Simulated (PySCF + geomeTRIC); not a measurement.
Species: [Zn(OH)2] (charge 0, multiplicity 1).

Question: Give a relaxed geometry from BP86-D3(BJ)/def2-SVP run with PySCF + geomeTRIC.

Answer: One answer among several that fit: the end point of this relaxation, one of several conformers.
Cartesian coordinates (Å) in one orientation:
```xyz
5

Zn     0.276    -0.050    -0.047
O     -0.243     1.511     0.630
H     -0.515     2.128    -0.076
O      0.958    -1.597    -0.601
H      0.284    -2.304    -0.590
```
